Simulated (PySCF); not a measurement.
# Two-component Hartree-Fock for Eu²⁺ (europium, charge +2)

Start: [Xe] 4f7; 4f5/2 filled at m_j = -5/2, -3/2, -1/2, +1/2, +3/2, +5/2; 4f7/2 filled at m_j = +7/2. Calculated with PySCF 2.14 in x2c-TZVPall-2c (11s11p10d4f1g, 131 functions): generalised Hartree-Fock with the X2C-1e Hamiltonian and a Gaussian nucleus; one run each with spin-orbit coupling (SO) switched off, then screened by Boettger's factors.

```json
{"spinor shell": "1s1/2", "electrons": "2", "ε, spin-free (eV)": "-48772.7", "ε, screened SO (eV)": "-48764.1", "weight of nominal j (screened SO)": "1.000", "rms radius, screened SO (bohr)": "0.0254"}
{"spinor shell": "2s1/2", "electrons": "2", "ε, spin-free (eV)": "-8138.1", "ε, screened SO (eV)": "-8135.5", "weight of nominal j (screened SO)": "1.000", "rms radius, screened SO (bohr)": "0.103"}
{"spinor shell": "2p1/2", "electrons": "2", "ε, spin-free (eV)": "-7246.5", "ε, screened SO (eV)": "-7702.7", "weight of nominal j (screened SO)": "1.000", "rms radius, screened SO (bohr)": "0.0881"}
{"spinor shell": "2p3/2", "electrons": "4", "ε, spin-free (eV)": "-7246.5", "ε, screened SO (eV)": "-7050.2", "weight of nominal j (screened SO)": "1.000", "rms radius, screened SO (bohr)": "0.0944"}
{"spinor shell": "3s1/2", "electrons": "2", "ε, spin-free (eV)": "-1849.7", "ε, screened SO (eV)": "-1849.0", "weight of nominal j (screened SO)": "1.000", "rms radius, screened SO (bohr)": "0.266"}
{"spinor shell": "3p1/2", "electrons": "2", "ε, spin-free (eV)": "-1566.5", "ε, screened SO (eV)": "-1661.4", "weight of nominal j (screened SO)": "1.000", "rms radius, screened SO (bohr)": "0.257"}
{"spinor shell": "3p3/2", "electrons": "4", "ε, spin-free (eV)": "-1566.5", "ε, screened SO (eV)": "-1525.2", "weight of nominal j (screened SO)": "1.000", "rms radius, screened SO (bohr)": "0.270"}
{"spinor shell": "3d3/2", "electrons": "4", "ε, spin-free (eV)": "-1186.8", "ε, screened SO (eV)": "-1204.3", "weight of nominal j (screened SO)": "0.995", "rms radius, screened SO (bohr)": "0.242"}
{"spinor shell": "3d5/2", "electrons": "6", "ε, spin-free (eV)": "-1186.8", "ε, screened SO (eV)": "-1174.5", "weight of nominal j (screened SO)": "0.996", "rms radius, screened SO (bohr)": "0.246"}
{"spinor shell": "4s1/2", "electrons": "2", "ε, spin-free (eV)": "-399.38", "ε, screened SO (eV)": "-399.17", "weight of nominal j (screened SO)": "1.000", "rms radius, screened SO (bohr)": "0.602"}
{"spinor shell": "4p1/2", "electrons": "2", "ε, spin-free (eV)": "-303.66", "ε, screened SO (eV)": "-326.01", "weight of nominal j (screened SO)": "0.966", "rms radius, screened SO (bohr)": "0.621"}
{"spinor shell": "4p3/2", "electrons": "4", "ε, spin-free (eV)": "-303.66", "ε, screened SO (eV)": "-293.82", "weight of nominal j (screened SO)": "0.983", "rms radius, screened SO (bohr)": "0.648"}
{"spinor shell": "4d3/2", "electrons": "4", "ε, spin-free (eV)": "-167.08", "ε, screened SO (eV)": "-172.72", "weight of nominal j (screened SO)": "0.722", "rms radius, screened SO (bohr)": "0.705"}
{"spinor shell": "4d5/2", "electrons": "6", "ε, spin-free (eV)": "-167.08", "ε, screened SO (eV)": "-163.17", "weight of nominal j (screened SO)": "0.814", "rms radius, screened SO (bohr)": "0.711"}
{"spinor shell": "5s1/2", "electrons": "2", "ε, spin-free (eV)": "-67.757", "ε, screened SO (eV)": "-67.727", "weight of nominal j (screened SO)": "1.000", "rms radius, screened SO (bohr)": "1.50"}
{"spinor shell": "5p1/2", "electrons": "2", "ε, spin-free (eV)": "-42.520", "ε, screened SO (eV)": "-46.030", "weight of nominal j (screened SO)": "0.881", "rms radius, screened SO (bohr)": "1.67"}
{"spinor shell": "5p3/2", "electrons": "4", "ε, spin-free (eV)": "-42.520", "ε, screened SO (eV)": "-40.959", "weight of nominal j (screened SO)": "0.941", "rms radius, screened SO (bohr)": "1.79"}
{"spinor shell": "4f5/2", "electrons": "6", "ε, spin-free (eV)": "-27.729", "ε, screened SO (eV)": "-27.720", "weight of nominal j (screened SO)": "0.546", "rms radius, screened SO (bohr)": "1.01"}
{"spinor shell": "4f7/2", "electrons": "1", "ε, spin-free (eV)": "-27.729", "ε, screened SO (eV)": "-27.314", "weight of nominal j (screened SO)": "1.000", "rms radius, screened SO (bohr)": "1.02"}
```

```tsv
quantity	spin-free	screened SO
E (hartree)	-10836.17254	-10842.77270
M_J	7/2	7/2
⟨J²⟩	15.760	15.760
⟨L²⟩	0.000	0.097
⟨S²⟩	15.760	15.705
```

Each row is a mean over spinors that exchange with the open shell spreads, by up to 17.871 eV (4d5/2).

Rows whose weight is well below 1 are mixtures of j = l ± 1/2: exchange outweighs spin-orbit coupling there, and the label is only the starting occupation.

Breit and QED terms are absent; they matter most for the inner s and p1/2 levels.

Densities and radii are taken from the X2C orbitals without a picture-change correction, which distorts them close to the nucleus.

Without spin-orbit coupling the j labels of p, d and f shells carry no meaning; the spin-free column gives the mean over the occupied spinors of each nl shell.
